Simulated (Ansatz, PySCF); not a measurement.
F3Sb, SMILES [F][Sb+]([F])[F], charge +1, multiplicity 2. Atoms are numbered in the order given.

```xyz
4

Sb     0.0000     0.0000    -0.1196
F      1.5026     0.8675     0.6171
F     -1.5026     0.8675     0.6171
F      0.0000    -1.7350     0.6171
```
Charge +1, spin multiplicity 2.

The structure is a stationary point at PBE0-D3(BJ)/def2-SVP. The def2 effective core potentials stand for the cores of Sb; spin–orbit coupling is left out.

Two levels are set side by side: PBE-D3(BJ)/def2-SVP (Ansatz, a first-principles code) and PBE0-D3(BJ)/def2-SVP (Ansatz). Each level has its own optimised geometry; the coordinates shown are those of the second. Frequencies come from the Hessian of PySCF at each geometry. Differences are taken from unrounded values.

```
quantity                            PBE0-D3(BJ)  PBE-D3(BJ)  PBE-D3(BJ) minus PBE0-D3(BJ)
----------------------------------  -----------  ----------  ----------------------------
mean bond length (Å)                      1.885       1.918                         0.033
bond Sb1–F2 (Å)                           1.885       1.918                         0.033
bond Sb1–F3 (Å)                           1.885       1.918                         0.033
bond Sb1–F4 (Å)                           1.885       1.918                         0.033
highest harmonic wavenumber (cm⁻¹)          680         628                           -52
mean harmonic wavenumber (cm⁻¹)             418         386                           -32
zero-point energy (kcal/mol)               3.59        3.31                         -0.28
```

Exact exchange shortens and stiffens bonds; PBE has none. Differences between two approximate levels are no errors against the true value.
